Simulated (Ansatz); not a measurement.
B₃N₃H₁₂, a cluster cut from wurtzite BN (hydrogen-capped), relaxed as a singlet with RKS PBE-D4/def2-SVP in Ansatz, starting from the GFN2-xTB geometry. Force threshold 0.02 eV/Å.

Start:

Cartesian coordinates in Å:
```
B -0.784 -0.673 -1.190
B -0.341 -0.475 1.464
B 0.494 1.484 -0.193
N -0.458 -1.392 0.180
N 0.322 0.443 -1.372
N 0.737 0.629 1.115
H -1.205 -2.053 0.355
H 0.393 -1.936 0.079
H -0.678 -1.472 -2.081
H -1.854 -0.169 -1.134
H 1.217 0.000 -1.558
H 0.083 0.970 -2.203
H 0.067 -1.140 2.379
H -1.385 0.040 1.684
H 1.653 0.195 1.065
H 0.765 1.276 1.894
H -0.497 2.122 -0.074
H 1.470 2.151 -0.409
```

Estimate the energy that the relaxation releases and the steps that it takes.

4.2 kcal/mol, in 5 steps; 7.5 s on 4 threads of Arm Neoverse V1 on a shared host. No frequencies were taken in this run, so the end may be a saddle point.

Does the start keep its bonding and symmetry?

By distances, no bond broke or formed. The bond that changes most is B1–H10, from 1.18 to 1.23 Å (atoms count from 1). Point group C3v at the start, C3v at the end, both within 0.05 Å.

Predict the relaxed structure.


```xyz
18

B    -0.761   -0.698   -1.207
B    -0.313   -0.497    1.476
B     0.531    1.484   -0.200
N    -0.471   -1.414    0.184
N     0.323    0.453   -1.394
N     0.745    0.642    1.134
H    -1.277   -2.028    0.365
H     0.323   -2.068    0.101
H    -0.646   -1.520   -2.122
H    -1.872   -0.181   -1.155
H     1.226    0.058   -1.698
H     0.015    1.010   -2.203
H     0.111   -1.181    2.413
H    -1.393    0.033    1.711
H     1.707    0.273    1.184
H     0.701    1.317    1.910
H    -0.490    2.152   -0.079
H     1.538    2.165   -0.419
```
Bond lengths: 6 × B–N 1.59 Å; 6 × H–N 1.03 Å; 6 × B–H 1.23 to 1.24 Å.
